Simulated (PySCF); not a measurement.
C2H6BFN2, SMILES C(=C)(F)B(N)N. Atoms are numbered in the order given.

```xyz
12

C      1.8857     0.6189    -0.0460
C      0.7885    -0.1252     0.1354
F      0.9548    -1.3761     0.6542
B     -0.7275     0.2221    -0.1668
N     -1.6682    -0.7897     0.1265
N     -1.0779     1.4853    -0.7007
H      1.8035     1.6260    -0.4597
H      2.8801     0.2426     0.2109
H     -1.3658    -1.6767     0.5072
H     -2.6664    -0.7122    -0.0130
H     -2.0286     1.7579    -0.9122
H     -0.4008     2.2063    -0.9044
```
Charge 0, spin multiplicity 1.

Geometry: r2SCAN-D4/def2-SVP. The structure was generated by enumeration, and PubChem lists no compound with its InChIKey, so it may never have been made. Other conformers were not sampled.

These are PySCF with r2SCAN-D4/def2-SVP values and carry that method's errors.

No scaling factor is applied to the harmonic values.

A small imaginary wavenumber (i) marks a very flat motion, where grid noise or a shallow saddle decides the sign.

Estimate the vibrational spectrum. (An estimate is asked for; the answer gives what the named calculation found.)


| mode | ν (cm⁻¹) | IR (km/mol) | Raman (Å⁴/amu) | depolarisation | moving atoms (share of kinetic energy) |
|---|---|---|---|---|---|
| 1 | 23i | 0.0 | 0.4 | 0.75 | N 32 %, F 26 %, H 22 %, C 20 % |
| 2 | 213 | 0.6 | 0.8 | 0.52 | N 34 %, H 23 %, C 21 %, F 20 % |
| 3 | 273 | 85.0 | 0.6 | 0.75 | H 76 %, N 24 % |
| 4 | 309 | 50.9 | 0.5 | 0.75 | H 45 %, C 31 %, B 18 % |
| 5 | 330 | 2.9 | 1.8 | 0.62 | N 41 %, H 31 %, F 15 %, C 13 % |
| 6 | 384 | 202.2 | 1.0 | 0.75 | H 68 %, N 19 % |
| 7 | 413 | 0.6 | 0.6 | 0.51 | H 29 %, N 24 %, F 20 %, C 19 %, B 9 % |
| 8 | 415 | 29.9 | 1.1 | 0.75 | H 95 % |
| 9 | 469 | 2.7 | 1.3 | 0.38 | F 27 %, H 25 %, N 17 %, C 17 %, B 14 % |
| 10 | 590 | 0.0 | 2.1 | 0.75 | H 89 % |
| 11 | 663 | 8.7 | 6.3 | 0.75 | B 53 %, C 32 %, H 10 % |
| 12 | 693 | 2.4 | 6.3 | 0.14 | C 33 %, H 28 %, N 21 %, F 11 % |
| 13 | 744 | 0.8 | 2.7 | 0.75 | H 87 %, C 8 % |
| 14 | 843 | 0.1 | 1.9 | 0.65 | H 76 %, N 23 % |
| 15 | 846 | 60.2 | 2.0 | 0.75 | H 69 %, C 31 % |
| 16 | 913 | 9.9 | 3.5 | 0.08 | H 48 %, N 45 % |
| 17 | 934 | 32.4 | 5.8 | 0.29 | H 45 %, C 26 %, F 26 % |
| 18 | 1173 | 108.5 | 0.6 | 0.25 | C 44 %, H 23 %, B 16 %, F 9 %, N 8 % |
| 19 | 1333 | 71.0 | 4.2 | 0.63 | H 41 %, C 27 %, B 24 % |
| 20 | 1388 | 90.1 | 36.0 | 0.36 | H 57 %, B 24 %, C 16 % |
| 21 | 1425 | 54.9 | 2.4 | 0.55 | B 52 %, H 41 % |
| 22 | 1584 | 102.1 | 4.6 | 0.64 | H 79 %, N 16 % |
| 23 | 1606 | 273.6 | 3.1 | 0.75 | H 58 %, N 23 %, B 18 % |
| 24 | 1705 | 16.1 | 59.9 | 0.19 | C 88 %, H 9 % |
| 25 | 3159 | 0.4 | 108.6 | 0.14 | H 94 % |
| 26 | 3266 | 3.1 | 64.6 | 0.74 | H 89 %, C 11 % |
| 27 | 3619 | 52.7 | 92.7 | 0.16 | H 96 % |
| 28 | 3627 | 20.4 | 155.7 | 0.14 | H 96 % |
| 29 | 3730 | 44.5 | 81.2 | 0.72 | H 91 %, N 9 % |
| 30 | 3732 | 18.8 | 39.4 | 0.75 | H 91 %, N 9 % |
